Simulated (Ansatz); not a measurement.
Geometry optimisation, RKS PBE/def2-SVP in Ansatz.

input.yaml

```yaml
crystal:
  periodic: [false, false, false]
  atoms:
    - { symbol: C, position_ang: [-0.7994, -0.8845, 1.3244] }
    - { symbol: Si, position_ang: [0.3419, 0.4498, 0.7271] }
    - { symbol: Cl, position_ang: [2.2306, -0.0172, 1.2808] }
    - { symbol: C, position_ang: [0.5372, -0.0908, -1.498] }
    - { symbol: C, position_ang: [0.2155, 1.1945, -0.8819] }
    - { symbol: Cl, position_ang: [-1.3302, 1.9841, -1.2591] }
    - { symbol: H, position_ang: [-0.5632, -1.826, 0.9244] }
    - { symbol: H, position_ang: [-1.8296, -0.5908, 0.9854] }
    - { symbol: H, position_ang: [-0.8454, -0.8878, 2.4472] }
    - { symbol: H, position_ang: [1.471, -0.5051, -1.4749] }
    - { symbol: H, position_ang: [-0.61826, 1.51867, 0.82309] }
    - { symbol: H, position_ang: [0.9807, 1.9675, -1.0578] }
basis:
  gaussian: { orbitals: def2-SVP }
hamiltonian:
  xc: pbe
relax:
  f_tol: 0.02
  max_steps: 50
```

Command:

```bash
$ ansatz run input.yaml --threads 2 --pin off --max-ram 3072MiB --backend cpu --events-out ev --progress --plain --runs-dir out
```

Question: Where does it end, and by what steps?

Answer: It converged. The force dipped under the threshold on the way, but the program's further checks kept it going. After 23 steps the energy has fallen by 5.456 eV; H12 moved furthest, 1.83 Å. Parted: Si2–C5 (1.78 → 2.87 Å).

```tsv
step	energy less start (eV)	largest force component (eV/Å)	accepted
0	0.0000	6.939	yes
1	-1.5464	4.133	yes
2	-2.3216	1.427	yes
3	-2.6778	0.938	yes
4	-3.0624	2.180	yes
5	-3.5056	2.911	yes
6	-4.0109	2.640	yes
7	-4.4594	1.731	yes
8	-4.7488	1.592	yes
9	-5.0141	1.095	yes
10	-5.1939	1.065	yes
11	-5.3254	0.635	yes
12	-5.3954	0.202	yes
13	-5.4099	0.228	yes
14	-5.4296	0.156	yes
15	-5.4345	0.149	yes
16	-5.4413	0.060	yes
17	-5.4470	0.231	yes
18	-5.4496	0.204	yes
19	-5.4529	0.082	yes
20	-5.4552	0.033	yes
21	-5.4558	0.012	yes
22	-5.4559	0.021	yes
23	-5.4560	0.014	yes
```

```xyz
12
Properties=species:S:1:pos:R:3
C -0.955 -0.945 1.243
Si 0.445 0.292 1.045
Cl 2.175 -0.492 1.937
C 0.878 0.601 -0.761
C 0.102 1.259 -1.640
Cl -1.458 1.929 -1.222
H -0.690 -1.914 0.777
H -1.869 -0.553 0.753
H -1.174 -1.118 2.316
H 1.841 0.226 -1.153
H 0.136 1.586 1.741
H 0.361 1.444 -2.695
```

The run took 48 s on 2 threads of Intel(R) Xeon(R) Platinum 8488C (Sapphire Rapids), on a shared host, peak memory 0.2 GiB.
